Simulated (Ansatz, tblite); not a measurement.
Cost and result up the ladder for VO₂ (3 atoms). The state is a doublet with charge 0. Geometry: PBE0-D4/def2-TZVP.

```xyz
3

V     0.515   -0.091    0.202
O    -0.021   -0.839   -1.105
O    -0.495    0.930    0.903
```

Ansatz on 4 threads of Arm Neoverse V2 on a shared host; xTB runs through tblite on one thread. Times are rough, summed over both states, and most runs start from the orbitals of an earlier one. No level here is sound enough to serve as a yardstick. The other state is a singlet.

The xTB rows come from tblite. No other spin state of charge 0 was run.

Run but left out: GFN1-xTB (tight binding far off the other levels); HF/def2-TZVPP, MP2/def2-TZVPP, CCSD/def2-TZVPP, CCSD(T)/def2-TZVPP (flagged by the program: large difference).

Raw xTB energies of ions are shifted by several eV, and xTB has no spin-polarisation term.

```json
{"level": "GFN2-xTB", "functions": "17", "wall time": "0.004 s", "vertical IE (eV)": "16.73", "remarks": "–"}
{"level": "PBE-D4/def2-TZVP (with forces)", "functions": "107", "wall time": "1.4 s", "vertical IE (eV)": "8.54", "remarks": "restricted SCF unstable in HF (+1 singlet)"}
{"level": "PBE0-D4/def2-TZVP", "functions": "107", "wall time": "3.8 s", "vertical IE (eV)": "9.11", "remarks": "restricted SCF unstable in HF (+1 singlet)"}
{"level": "r2SCAN-D4/def2-TZVP", "functions": "107", "wall time": "5.1 s", "vertical IE (eV)": "8.77", "remarks": "restricted SCF unstable in HF (+1 singlet)"}
```
